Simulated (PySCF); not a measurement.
Below is a simulated gas-phase C 1s photoelectron spectrum of `C[O][Ti]([CH3])([CH3])[CH3]` (Ti(OMe)Me3).

Every computed line was given a Gaussian of 0.8 eV full width at half maximum and an area set by the number of equivalent atoms; the highest printed point is 100. Computed, not measured: PySCF, delta-SCF UKS SCAN, pcX-2 on the ionised atom (unc-x2c-TZVPall on a metal), pcseg-1 elsewhere, spin-free X2C.

```json
{"binding energy (eV)": "287.8", "intensity": "0"}
{"binding energy (eV)": "287.9", "intensity": "1"}
{"binding energy (eV)": "288.0", "intensity": "2"}
{"binding energy (eV)": "288.1", "intensity": "4"}
{"binding energy (eV)": "288.2", "intensity": "8"}
{"binding energy (eV)": "288.3", "intensity": "14"}
{"binding energy (eV)": "288.4", "intensity": "25"}
{"binding energy (eV)": "288.5", "intensity": "39"}
{"binding energy (eV)": "288.6", "intensity": "56"}
{"binding energy (eV)": "288.7", "intensity": "73"}
{"binding energy (eV)": "288.8", "intensity": "89"}
{"binding energy (eV)": "288.9", "intensity": "98"}
{"binding energy (eV)": "289.0", "intensity": "100"}
{"binding energy (eV)": "289.1", "intensity": "93"}
{"binding energy (eV)": "289.2", "intensity": "80"}
{"binding energy (eV)": "289.3", "intensity": "62"}
{"binding energy (eV)": "289.4", "intensity": "45"}
{"binding energy (eV)": "289.5", "intensity": "30"}
{"binding energy (eV)": "289.6", "intensity": "18"}
{"binding energy (eV)": "289.7", "intensity": "10"}
{"binding energy (eV)": "289.8", "intensity": "5"}
{"binding energy (eV)": "289.9", "intensity": "2"}
{"binding energy (eV)": "290.0", "intensity": "1"}
{"binding energy (eV)": "290.1", "intensity": "0"}
{"binding energy (eV)": "290.2", "intensity": "0"}
{"binding energy (eV)": "290.3", "intensity": "0"}
{"binding energy (eV)": "290.4", "intensity": "0"}
{"binding energy (eV)": "290.5", "intensity": "0"}
{"binding energy (eV)": "290.6", "intensity": "0"}
{"binding energy (eV)": "290.7", "intensity": "0"}
{"binding energy (eV)": "290.8", "intensity": "0"}
{"binding energy (eV)": "290.9", "intensity": "0"}
{"binding energy (eV)": "291.0", "intensity": "0"}
{"binding energy (eV)": "291.1", "intensity": "0"}
{"binding energy (eV)": "291.2", "intensity": "0"}
{"binding energy (eV)": "291.3", "intensity": "0"}
{"binding energy (eV)": "291.4", "intensity": "0"}
{"binding energy (eV)": "291.5", "intensity": "1"}
{"binding energy (eV)": "291.6", "intensity": "1"}
{"binding energy (eV)": "291.7", "intensity": "3"}
{"binding energy (eV)": "291.8", "intensity": "5"}
{"binding energy (eV)": "291.9", "intensity": "9"}
{"binding energy (eV)": "292.0", "intensity": "14"}
{"binding energy (eV)": "292.1", "intensity": "20"}
{"binding energy (eV)": "292.2", "intensity": "25"}
{"binding energy (eV)": "292.3", "intensity": "30"}
{"binding energy (eV)": "292.4", "intensity": "33"}
{"binding energy (eV)": "292.5", "intensity": "33"}
{"binding energy (eV)": "292.6", "intensity": "30"}
{"binding energy (eV)": "292.7", "intensity": "26"}
{"binding energy (eV)": "292.8", "intensity": "20"}
{"binding energy (eV)": "292.9", "intensity": "14"}
{"binding energy (eV)": "293.0", "intensity": "9"}
{"binding energy (eV)": "293.1", "intensity": "5"}
{"binding energy (eV)": "293.2", "intensity": "3"}
{"binding energy (eV)": "293.3", "intensity": "1"}
{"binding energy (eV)": "293.4", "intensity": "1"}
{"binding energy (eV)": "293.5", "intensity": "0"}
{"binding energy (eV)": "293.6", "intensity": "0"}
```

Task: Count the maxima, the lines and the sites behind this envelope.

Result: The curve has 2 maxima (at 289.0 and 292.4 eV). Under it lie 2 lines from 2 inequivalent carbon sites.

Task: Decompose the envelope and assign each component. Bonds: Ti1–O2, Ti1–C7, Ti1–C11, Ti1–C15, O2–C3. Hydrogens: H4, H5, H6 on C3; H8, H9, H10 on C7; H12, H13, H14 on C11; H16, H17, H18 on C15.

Result: 
```csv
position (eV),relative area,line,atoms,environment
288.97,3,C 1s,C7/C11/C15,carbon bonded to Ti and 3 H
292.45,1,C 1s,C3,carbon bonded to O and 3 H
```

Task: What are the centre and the root-mean-square width of the whole band?

Result: The area-weighted mean of the lines is 289.84 eV. Their own spread about it is 1.51 eV (rms) and each Gaussian has σ = 0.8/2.355 = 0.34 eV; the variances add, which gives 1.55 eV.

The listed C 1s values span 3.48 eV, from C7/C11/C15 (bonded to 3 H and Ti) to C3 (bonded to O and 3 H).

Shake-up satellites, vibrational structure and lifetime widths aren't simulated. The first atom of each set that the bonding makes equivalent was ionised and stands for the set. Geometry: PBE0-D3(BJ)/def2-SVP; no solvent, vibrations or thermal averaging. Metal 2p energies of this one-determinant scheme are less reliable than its 1s energies.
